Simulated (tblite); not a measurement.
C5H14O3Si2.
Bonds: C1–Si2, Si2–C3, Si2–C4, Si2–O5, O5–C6, C6–C7, C7–O8 (double), C7–O9, O9–Si10. Hydrogens: H11, H12, H13 on C1; H14, H15, H16 on C3; H17, H18, H19 on C4; H20, H21 on C6; H22, H23, H24 on Si10.

Computed with GFN2-xTB (tblite), gas phase: L-BFGS steps from a force-field or distance-geometry start until the largest atomic force falls under 0.01 eV/Å.

Geometry at step 30:
```
atom  x, y, z in Å
C1     -2.0858    1.8492    0.6631
Si2    -1.5842    0.1983   -0.1326
C3     -1.9714    0.1394   -2.0082
C4     -2.4630   -1.2498    0.7698
O5      0.0512    0.1281    0.1205
C6      0.7914   -1.0475    0.0638
C7      2.3055   -0.8872    0.1907
O8      3.0140   -1.8433    0.3764
O9      2.7974    0.3244    0.0637
Si10    4.3767    0.7649    0.3800
H11    -1.3041    2.2537    1.2963
H12    -2.9719    1.7163    1.2760
H13    -2.3196    2.5985   -0.0848
H14    -3.0374    0.2594   -2.1861
H15    -1.6641   -0.8013   -2.4637
H16    -1.4567    0.9400   -2.5373
H17    -2.2069   -1.2385    1.8289
H18    -2.1666   -2.2202    0.3732
H19    -3.5458   -1.1785    0.6886
H20     0.6242   -1.5895   -0.8790
H21     0.4964   -1.7363    0.8679
H22     4.4628    0.8995    1.8355
H23     4.4899    1.9613   -0.4530
H24     5.3563   -0.2212   -0.0422
```

Q: What forces act on the atoms?

A: 
```json
{"atom": "C1", "Fx (eV/Å)": "-0.008", "Fy (eV/Å)": "0.012", "Fz (eV/Å)": "-0.006"}
{"atom": "Si2", "Fx (eV/Å)": "0.083", "Fy (eV/Å)": "-0.015", "Fz (eV/Å)": "0.017"}
{"atom": "C3", "Fx (eV/Å)": "0.002", "Fy (eV/Å)": "-0.004", "Fz (eV/Å)": "0.090"}
{"atom": "C4", "Fx (eV/Å)": "0.075", "Fy (eV/Å)": "0.070", "Fz (eV/Å)": "-0.060"}
{"atom": "O5", "Fx (eV/Å)": "0.016", "Fy (eV/Å)": "-0.173", "Fz (eV/Å)": "-0.013"}
{"atom": "C6", "Fx (eV/Å)": "0.183", "Fy (eV/Å)": "-0.053", "Fz (eV/Å)": "-0.007"}
{"atom": "C7", "Fx (eV/Å)": "0.137", "Fy (eV/Å)": "0.065", "Fz (eV/Å)": "0.002"}
{"atom": "O8", "Fx (eV/Å)": "-0.123", "Fy (eV/Å)": "-0.136", "Fz (eV/Å)": "0.035"}
{"atom": "O9", "Fx (eV/Å)": "-0.148", "Fy (eV/Å)": "0.171", "Fz (eV/Å)": "-0.009"}
{"atom": "Si10", "Fx (eV/Å)": "-0.068", "Fy (eV/Å)": "-0.027", "Fz (eV/Å)": "0.008"}
{"atom": "H11", "Fx (eV/Å)": "0.037", "Fy (eV/Å)": "-0.037", "Fz (eV/Å)": "-0.008"}
{"atom": "H12", "Fx (eV/Å)": "0.005", "Fy (eV/Å)": "0.028", "Fz (eV/Å)": "-0.019"}
{"atom": "H13", "Fx (eV/Å)": "-0.004", "Fy (eV/Å)": "-0.004", "Fz (eV/Å)": "-0.024"}
{"atom": "H14", "Fx (eV/Å)": "0.080", "Fy (eV/Å)": "-0.021", "Fz (eV/Å)": "-0.028"}
{"atom": "H15", "Fx (eV/Å)": "-0.040", "Fy (eV/Å)": "0.063", "Fz (eV/Å)": "0.048"}
{"atom": "H16", "Fx (eV/Å)": "-0.038", "Fy (eV/Å)": "-0.057", "Fz (eV/Å)": "0.054"}
{"atom": "H17", "Fx (eV/Å)": "-0.063", "Fy (eV/Å)": "-0.020", "Fz (eV/Å)": "-0.073"}
{"atom": "H18", "Fx (eV/Å)": "-0.037", "Fy (eV/Å)": "0.078", "Fz (eV/Å)": "0.010"}
{"atom": "H19", "Fx (eV/Å)": "0.117", "Fy (eV/Å)": "-0.021", "Fz (eV/Å)": "0.023"}
{"atom": "H20", "Fx (eV/Å)": "0.006", "Fy (eV/Å)": "0.092", "Fz (eV/Å)": "-0.026"}
{"atom": "H21", "Fx (eV/Å)": "-0.016", "Fy (eV/Å)": "0.055", "Fz (eV/Å)": "0.010"}
{"atom": "H22", "Fx (eV/Å)": "-0.055", "Fy (eV/Å)": "0.123", "Fz (eV/Å)": "-0.085"}
{"atom": "H23", "Fx (eV/Å)": "-0.146", "Fy (eV/Å)": "-0.053", "Fz (eV/Å)": "0.157"}
{"atom": "H24", "Fx (eV/Å)": "0.006", "Fy (eV/Å)": "-0.134", "Fz (eV/Å)": "-0.098"}
```

The largest, 0.23 eV/Å, acts on O9 (H23 within 3 % of it); the rms over all components is 0.073 eV/Å. The forces sum to zero within rounding, as they must for an isolated molecule in no field.

Q: Give the force on O9 in Eh/bohr and in nN.

A: 0.226 eV/Å ÷ 51.422 = 0.00440 Eh/bohr, and 0.226 eV/Å × 1.602 = 0.36 nN.

Q: How far is this geometry from the end of the optimisation?

A: 0.119 eV above it, and 0.628 Å rms away after alignment. The bonds farthest from their final lengths, with half the difference of the two atoms' forces along the bond (positive lengthens):

```csv
bond,now (Å),final (Å),force along bond (eV/Å)
Si2–O5,1.656,1.641,-0.03
Si2–C4,1.919,1.910,-0.05
O9–Si10,1.670,1.661,+0.01
Si10–H23,1.462,1.455,-0.06
Si2–C3,1.916,1.910,-0.03
Si10–H24,1.453,1.459,+0.08
```

The angle farthest from its final value is Si2–O5–C6, 123.7° against 129.1°.

What follows is the cost of the whole relaxation. The run took 1.7 s wall on one thread, Arm Neoverse V2 (aarch64), no GPU, on a shared host.
